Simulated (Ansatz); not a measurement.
```xyz
13

B     1.443   -0.966   -1.245
Ge    0.000    0.320   -0.590
C     0.614    1.727    0.636
Si   -1.539   -1.090    0.593
H     2.425   -1.167   -0.592
H     1.288   -1.601   -2.245
H    -0.813    0.954   -1.740
H    -0.233    2.287    1.033
H     1.164    1.283    1.466
H     1.274    2.420    0.112
H    -2.642   -0.264    1.157
H    -0.853   -1.780    1.719
H    -2.127   -2.121   -0.303
```

The species carries charge 0 and has multiplicity 1.

List the PBE/def2-TZVPP orbital energies in eV (Ansatz 0.2.0). (An estimate is asked.)

Ansatz gave: Occupied: -10803.97, -1779.60, -1337.36, -1190.79, -1190.77, -1190.76, -268.83, -177.60, -161.93, -137.37, -113.41, -113.36, -113.32, -94.10, -94.08, -94.08, -29.21, -29.20, -29.16, -29.14, -29.13, -17.26, -13.97, -12.70, -11.34, -9.97, -9.92, -8.77, -8.55, -8.42, -7.53, -7.21, -6.54. Lowest empty: -3.25, -0.38, -0.15, 0.22, 0.69, 0.90, 1.09, 1.48.
